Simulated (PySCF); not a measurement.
CH8ClNSi2, SMILES C[SiH2]N[SiH2]Cl. The structure is a stationary point at PBE-D3(BJ)/def2-SVP. This is a generated structure with no PubChem entry under its InChIKey; it may be hypothetical. Other conformers were not sampled.

Computed equilibrium geometry at PBE-D3(BJ)/def2-SVP (PySCF confirms it by a frequency run) as Cartesian coordinates in Å (one conformer of several):
```xyz
13

Si     1.1187     0.0281    -0.8089
Cl     1.5762     1.4158     0.7015
N      0.1030    -1.2634    -0.2567
Si    -1.5797    -1.1625     0.2830
C     -2.2247     0.5661    -0.0825
H      0.4351     0.8182    -1.8804
H      2.4118    -0.5634    -1.2810
H      0.6101    -2.1107     0.0210
H     -1.6704    -1.4582     1.7591
H     -2.4077    -2.2029    -0.4280
H     -3.2640     0.6677     0.2901
H     -1.6008     1.3329     0.4202
H     -2.2293     0.7765    -1.1706
```
Charge 0, spin multiplicity 1.
